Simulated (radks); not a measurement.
Problem. Numerical settings for the hafnium ion Hf8+, [Kr] 4d10 4f13 5s2 5p3. All-electron calculation, scalar-relativistic Kohn-Sham, LDA (Slater exchange, Perdew-Wang correlation), spin-unpolarised, spherical densities, finite nucleus; Fermi nuclear charge, rms radius 5.347 fm. Program: a radial shooting solver on a logarithmic mesh with Libxc functionals. The defaults (mesh step 0.008 in ln r, mesh end at 40 bohr or more with all orbitals vanishing there, Anderson mixing 0.5 over 9 steps, residual threshold near 1e-9 with the energy settled to 1e-9 hartree or 1e-11 of itself, here a cap of 58 iterations) give E = -15048.4528 hartree and 4f at -141.70 eV in 15 iterations. Run on one thread of a shared host, so times are rough (Arm Neoverse V2): 0.12 s of CPU time, 0.12 s wall, 15 iterations on 2189 mesh points. One setting is changed at a time: mesh step in ln r 0.12; mesh step in ln r 0.08; mesh step in ln r 0.02; mesh end (bohr) 400; mesh end (bohr) 12; residual threshold 0.001; residual threshold 1e-05; mixing 1.5; linear mixing, mixing 0.5; linear mixing, mixing 1; mixing history 20; iteration cap 2. Which runs fail to converge, and which converge to a wrong energy?

Solution. Not converged within the cap: mesh step in ln r 0.12; mesh step in ln r 0.08; linear mixing, mixing 1; iteration cap 2. No run marked as converged misses the energy by more than 1 mhartree.
